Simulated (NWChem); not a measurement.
System: SiH$_{3}$O$_{3}$F; SMILES O[Si](O)(O)F

```xyz
8

O     -1.5480    -0.1116     0.5372
Si    -0.0001    -0.0001     0.0225
O      0.6730     1.3906     0.5574
O      0.8633    -1.2843     0.5504
F      0.0114     0.0050    -1.5972
H     -2.1512     0.5939     0.2877
H      1.5863     1.5648     0.3141
H      0.5572    -2.1597     0.2981
```
Atoms are numbered in this order, from 1.

All runs: NWChem. Medium grid unless said otherwise, to which SCAN and Minnesota functionals are sensitive. Structure relaxed at the PBE0/def2-SVP level. Total energies of different functionals are on different scales.

```tsv
level	energy (Ha)	highest occupied level (eV)	orbital gap (eV)	dipole (D)
B3LYP/def2-SVP	-616.6883	-9.07	9.57	0.47
PBE/def2-SVP	-616.1873	-7.48	7.42	0.44
BP86/def2-SVP	-616.6923	___	___	0.45
PBE0/def2-SVP	-616.2193	-9.46	10.35	0.47
TPSSh/def2-SVP	-616.6715	-8.41	8.94	0.46
Hartree-Fock/def2-SVP	-614.5770	-14.38	18.48	0.55
M06-L/def2-SVP	-616.6286	-8.04	8.62	0.45
N12/def2-SVP	-616.4924	-7.50	7.46	0.42
```

Question: Complete the blanks.

Answer: 
- BP86/def2-SVP, highest occupied level (eV): -7.60
- BP86/def2-SVP, orbital gap (eV): 7.62
